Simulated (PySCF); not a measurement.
NbF4, SMILES [F][Nb+]([F])([F])[F], charge +1, multiplicity 1. The structure is a stationary point at PBE-D3(BJ)/def2-SVP. The spin state was assumed, not searched. The isomer is the one that the SMILES or the coordinates give; other isomers of the formula were not compared. The def2 effective core potentials stand for the cores of Nb; spin–orbit coupling is left out.

These are PBE-D3(BJ)/def2-SVP run with PySCF values and carry that method's errors.

Harmonic wavenumbers (cm⁻¹): 184, 184, 184, 185, 185, 759, 807, 807, 807. Rotational constants (GHz): 3.058, 3.058, 3.058; symmetry number 12.

### Question
Work out the zero-point energy and the ideal-gas rigid-rotor harmonic-oscillator thermochemistry at 298.15 K and 1 atm.

### Answer
ZPE = ½ Σ hcν = ½ × 4101 cm⁻¹ = 24.53 kJ/mol. H − E(el) = 42.98 kJ/mol. Entropy in J/(mol K): translation 172.72, rotation 91.56, vibration 51.39, total 315.67. G − E(el) = -51.13 kJ/mol. Cp = 83.23 J/(mol K).
